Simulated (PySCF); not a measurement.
A side-by-side comparison of computed properties.

First species: Ethynyl isothiocyanate, C3HNS.
InChI=1S/C3HNS/c1-2-4-3-5/h1H

Second species: C7H11FO.
Atom-mapped SMILES: `[CH3:1][CH2:2]/[C:3]([CH3:4])=[C:5](\[CH3:6])[C:7](=[O:8])[F:9]` (hydrogens: H10, H11, H12 on C1; H13, H14 on C2; H15, H16, H17 on C4; H18, H19, H20 on C6)

Levels: PBE0/pcSseg-1 for dipole moment, HOMO energy, LUMO energy and HOMO–LUMO gap; GFN2-xTB for rotational constant A and rotational constant C. Geometries: GFN2-xTB. Each species is one conformer at its optimised geometry, gas phase, non-relativistic unless stated; the electronic structure was computed with PySCF and density fitting.

The conformers computed, where there is a choice (atom-mapped SMILES and torsion angles):
- `[CH3:1][CH2:2]/[C:3]([CH3:4])=[C:5](\[CH3:6])[C:7](=[O:8])[F:9]`: C1–C2–C3–C4 -81°, C3–C5–C7–O8 2°

Values for the first species:

```
Dipole moment         : 1.24 D
HOMO energy           : -7.38 eV
LUMO energy           : -1.50 eV
HOMO–LUMO gap         : 5.88 eV
Rotational constant A : 454.847 GHz
Rotational constant C : 1.550 GHz
```

Problem. Estimate the same properties for the second species, and the change in each.

Solution. 
| property | first | second | second less first |
| --- | --- | --- | --- |
| dipole moment | 1.24 D | 4.25 D | +3.01 D |
| HOMO energy | -7.38 eV | -7.48 eV | -0.10 eV |
| LUMO energy | -1.50 eV | -1.54 eV | -0.04 eV |
| HOMO–LUMO gap | 5.88 eV | 5.94 eV | +0.06 eV |
| rotational constant A | 454.847 GHz | 2.666 GHz | -452.181 GHz |
| rotational constant C | 1.550 GHz | 0.838 GHz | -0.712 GHz |

On the first: The dipole equals about 4.1 × 10⁻³⁰ C·m (1 D = 3.33564 × 10⁻³⁰ C·m). A dipole of 1.24 D is allowed in Cs, and pure rotational transitions are dipole-allowed.

On the second: A dipole of 4.25 D is allowed in C1, and pure rotational transitions are dipole-allowed. The dipole matches unit charges of opposite sign 0.88 Å apart (1 e·Å = 4.8032 D).
